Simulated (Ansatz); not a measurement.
Program: Ansatz. Geometries: PBE0-D4/def2-TZVP. ΔE: electronic, gas phase. CCSD(T)/CBS adds triple-zeta CCSD(T) − MP2 to the extrapolated MP2 energy (def2 sets, frozen cores). DFT in def2-TZVPP. For Se outer-core shells are correlated without core-valence functions, which leaves a few kJ/mol of doubt a bond. Scalar relativity is left out up to krypton. Each species was taken in one conformer, which may not be the lowest.

Consider the substitution at a C–S bond: `CSCc1ccccc1` + `S[SiH2][SeH]` → `C[Se][SiH2]S` + `SCc1ccccc1`.

```json
{"species": "`CSCc1ccccc1`", "PBE-D4 energy (Eh)": "-708.62212"}
{"species": "`S[SiH2][SeH]`", "PBE-D4 energy (Eh)": "-3091.03704"}
{"species": "`C[Se][SiH2]S`", "PBE-D4 energy (Eh)": "-3130.31203"}
{"species": "`SCc1ccccc1`", "PBE-D4 energy (Eh)": "-669.34717"}
```

Work out ΔE.

ΔE = (-3130.31203) + (-669.34717) − (-708.62212) − (-3091.03704) = -0.00004 Eh = 0.0 kcal/mol. CCSD(T)/CBS gives 0.0 kcal/mol.

Largest T1 diagnostic among the species: 0.010.
